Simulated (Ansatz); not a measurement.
Relaxation of CH8AlNS (12 atoms, charge 0, multiplicity 1), to a largest force component of 0.03 eV/Å in at most 50 steps.

Method: Ansatz, RKS PBE0-D4/STO-3G.

```xyz
12
Properties=species:S:1:pos:R:3
Al 0.020 2.317 -0.214
N -0.097 -0.877 -0.390
C -0.899 -1.767 0.512
H -0.099 2.677 -1.664
H -1.059 2.510 0.805
H 0.812 -0.717 0.094
S 1.976 1.635 0.526
H 0.164 -1.475 -1.218
H -1.853 -2.012 0.020
H -1.120 -1.220 1.441
H -0.397 -2.714 0.785
H 2.552 1.644 -0.696
```

Problem. Where does it end, and by what steps?

Solution. It converged. Limits of this set-up: minimal basis. After 11 steps the energy has fallen by 1.599 eV; Al1 moved furthest, 0.86 Å. Joined: Al1–N2.

```json
{"step": "0", "energy less start (eV)": "0.0000", "largest force component (eV/Å)": "1.638", "accepted": "yes"}
{"step": "1", "energy less start (eV)": "-0.2870", "largest force component (eV/Å)": "0.497", "accepted": "yes"}
{"step": "2", "energy less start (eV)": "-0.5889", "largest force component (eV/Å)": "1.193", "accepted": "yes"}
{"step": "3", "energy less start (eV)": "-1.0344", "largest force component (eV/Å)": "1.216", "accepted": "yes"}
{"step": "4", "energy less start (eV)": "-1.4433", "largest force component (eV/Å)": "0.414", "accepted": "yes"}
{"step": "5", "energy less start (eV)": "-1.5505", "largest force component (eV/Å)": "0.987", "accepted": "yes"}
{"step": "6", "energy less start (eV)": "-1.5783", "largest force component (eV/Å)": "0.337", "accepted": "yes"}
{"step": "7", "energy less start (eV)": "-1.5906", "largest force component (eV/Å)": "0.178", "accepted": "yes"}
{"step": "8", "energy less start (eV)": "-1.5927", "largest force component (eV/Å)": "0.233", "accepted": "yes"}
{"step": "9", "energy less start (eV)": "-1.5977", "largest force component (eV/Å)": "0.118", "accepted": "yes"}
{"step": "10", "energy less start (eV)": "-1.5986", "largest force component (eV/Å)": "0.030", "accepted": "yes"}
{"step": "11", "energy less start (eV)": "-1.5987", "largest force component (eV/Å)": "0.011", "accepted": "yes"}
```

```xyz
12
Properties=species:S:1:pos:R:3
Al -0.135 1.467 -0.239
N 0.022 -0.499 -0.332
C -0.844 -1.406 0.493
H -0.215 1.956 -1.654
H -1.203 1.752 0.771
H 1.021 -0.351 0.114
S 1.886 1.355 0.595
H 0.142 -0.928 -1.282
H -1.854 -1.453 0.059
H -0.916 -0.988 1.508
H -0.428 -2.426 0.551
H 2.525 1.520 -0.583
```

Time of the run: 27 s on 1 thread of Intel(R) Xeon(R) Platinum 8488C (Sapphire Rapids), with other jobs on the host, peak memory 0.16 GiB.
